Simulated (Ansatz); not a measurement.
Harmonic frequencies (cm⁻¹) at PBE0-D4/def2-TZVP from Ansatz: 54, 320, 330, 370, 378, 440, 454, 602, 764, 826, 905, 908, 937, 1284, 1373, 1400, 1471, 1471, 1634, 1641, 3040, 3105, 3120, 3640, 3642, 3741, 3742.

Each molecule was computed in one conformer, which needn't be the lowest.

(1) Which molecule is it?
A. `NBCN`
B. `CNBN`
C. `CB(N)N`
D. `CCB(S)Br`

Results:

(1) C.
